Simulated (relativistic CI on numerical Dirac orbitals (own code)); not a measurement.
## Main line and satellite in the 2p photoemission of Ni⁺: a two-state model

Problem. An octahedral Ni⁺ site (d9) has Δ = 5.8, V(eg) = 2.7, 10Dq = 0.95, 10Dq(ligand) = 0.4 and a core-hole attraction U_cd = 8.7 eV. Δ is defined between configuration averages. Find the d count, the distance of the satellite and its intensity.

Working.
1. The hole has eg symmetry. Its energy is −0.6 × 10Dq in d9 and Δ − 0.6 × 10Dq(ligand) in d10L, so the gap is Δ' = 6.13 eV.
2. Ground state cos θ |d9⟩ − sin θ |d10L⟩ with tan 2θ = 2V/Δ', θ = 20.7°: weights 0.875 and 0.125, n_d = 9.125.
3. The core hole pulls d10L down by U_cd: the gap becomes Δ' − U_cd = -2.57 eV, the hopping is V' = 2.70 eV, and tan 2θ' = 2V'/(Δ' − U_cd) gives θ' = 57.7°.
4. The two final states lie W = √[(Δ' − U_cd)² + 4V'²] = 5.98 eV apart. The lower, mostly d10L, is the main line.
5. In the sudden approximation the intensities are cos²(θ' − θ) and sin²(θ' − θ), so satellite/main = tan²(37.0°) = 0.57.

Check. The full cluster calculation (with spin-orbit coupling and 2p-3d multiplets, which spread the d9 satellite) gives n_d = 9.124; in its broadened 2p3/2 spectrum, cut halfway, the centroids lie 6.30 eV apart with an area ratio of 0.57.
